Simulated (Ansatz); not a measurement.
Cost and result for the atomization energy of C2H7FO2Si2 (`C=C[Si@@H](O)[Si@@H](O)F`) (14 atoms, 13 bonds).

```xyz
14

C    -0.6620   -1.2358    1.6146
C    -0.2359    0.0197    1.7375
Si    0.1111    1.1663    0.3150
O     1.5413    1.9745    0.5304
Si    0.2000   -0.0180   -1.7220
O    -1.0601   -1.0676   -1.7975
F     0.1125    1.0141   -2.9477
H    -0.8695   -1.8587    2.4805
H    -0.8396   -1.6910    0.6444
H    -0.0915    0.4151    2.7438
H    -0.9073    2.2454    0.2444
H     2.3308    1.4436    0.6455
H     1.4845   -0.7466   -1.9394
H    -1.1144   -1.6611   -2.5493
```

Charge 0, multiplicity 1. The geometry is a stationary point of PBE0-D4/def2-TZVP. It is one conformer, not always the lowest. Program: Ansatz. All runs use 2 threads of an AMD EPYC 7R13 on a shared host and a share of an NVIDIA H100 80 GB. Times are those of one run each, without the atoms' runs, and a repeat can differ threefold. Electronic energies, without spin–orbit coupling; frozen cores. CCSD(T)/CBS adds CCSD(T) − MP2 in def2-TZVPP to the MP2 limit, and its time is that of the two runs behind it. T1 = 0.012. B3LYP takes the VWN-RPA correlation (the form of Gaussian; ORCA's B3LYP/G).

CCSD(T)/CBS is a level of theory with its own doubt, some kJ/mol a heavy atom from the limit and from the frozen cores, so smaller differences don't rank the functionals.

```tsv
level	functions	wall time
PBE-D4/def2-TZVPP (with forces)	337	4.8 s
PBE0-D4/def2-TZVPP	337	6 s
r2SCAN-D4/def2-TZVPP (with forces)	337	7 s
B2PLYP/def2-TZVPP	337	7 s
B3LYP-D4/def2-TZVPP (with forces)	337	9 s
MP2/def2-QZVPP	635	9.5 s
ωB97X-V/def2-TZVPP	337	11 s
ωB97M-V/def2-TZVPP (with forces)	337	14 s
CCSD(T)/def2-TZVPP	337	25 s
CCSD(T)/CBS(def2)	–	35 s
```

Q: What atomization energy does each give, and how far from CCSD(T)/CBS? (Estimate.)

A: The calculation gave: 
```
                             level  atomization (kJ/mol)  difference from CCSD(T)/CBS  per bond
   PBE-D4/def2-TZVPP (with forces)                5594.2                         55.0       4.2
                PBE0-D4/def2-TZVPP                5485.7                        -53.5      -4.1
r2SCAN-D4/def2-TZVPP (with forces)                5525.5                        -13.7      -1.1
                 B2PLYP/def2-TZVPP                5454.3                        -84.9      -6.5
 B3LYP-D4/def2-TZVPP (with forces)                5501.3                        -37.9      -2.9
                    MP2/def2-QZVPP                5596.2                         57.0       4.4
                ωB97X-V/def2-TZVPP                5530.8                         -8.4      -0.6
  ωB97M-V/def2-TZVPP (with forces)                5527.4                        -11.8      -0.9
                CCSD(T)/def2-TZVPP                5377.9                       -161.3     -12.4
                 CCSD(T)/CBS(def2)                5539.2                          0.0       0.0
```

In def2-TZVPP, CCSD(T) changes the Hartree–Fock value by +1349.3 kJ/mol (the triples alone add +83.2 kJ/mol) and MP2 by +1470.6 kJ/mol; breaking electron pairs costs correlation energy, which Hartree–Fock lacks. From PBE to PBE0 (25 % exact exchange), in def2-TZVPP and without D4, the atomization energy moves by −103.6 kJ/mol: exact exchange takes away binding that semilocal exchange gives to molecules. The D4 term adds +55.6 kJ/mol with B3LYP and +29.8 kJ/mol with PBE0; it sums over pairs of atoms, weighted by their polarisabilities, and B3LYP, whose exchange is more repulsive, gets the larger term.
